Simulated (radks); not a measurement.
The numbers below are computed, except where a source is named.
All-electron atom: S in [Ne] 3s2 3p3 5s1 (not the ground configuration).

Code: a radial shooting solver on a logarithmic mesh with Libxc functionals. Model: scalar-relativistic Kohn-Sham, r2SCAN, spin-unpolarised, spherical densities, finite nucleus; meta-GGA in the generalised Kohn-Sham scheme; Fermi nuclear charge, rms radius 3.2611 fm.

Energy parts (eV):
| part | energy |
|---|---|
| total | -10851.786 |
| kinetic | 10893.962 |
| electron-nucleus | -25743.729 |
| Hartree | 4686.798 |
| exchange-correlation | -688.816 |

Orbitals (lengths in bohr, moments of r in powers of bohr; <r^-3> diverges for s and p1/2):
orbital  occ.  eigenvalue (eV)      <r>    <r^2>  <r^-3>
1s          2        -2428.925  0.09687  0.01264       -
2s          2        -225.8932   0.4769   0.2706       -
2p          6        -168.6217   0.4416   0.2436   81.51
3s          2         -25.8417    1.648    3.135       -
3p          3         -14.4870    1.901    4.253   6.258
5s          1          -0.9624    13.23    195.2       -

The highest occupied level is 5s at -0.962 eV. The density falls to 0.001 e/bohr^3 at r = 3.81 bohr. Summed over all electrons, <r^2> = 216.2 bohr^2, which gives a Langevin (diamagnetic) susceptibility term of -171 x 10^-6 cm^3/mol.
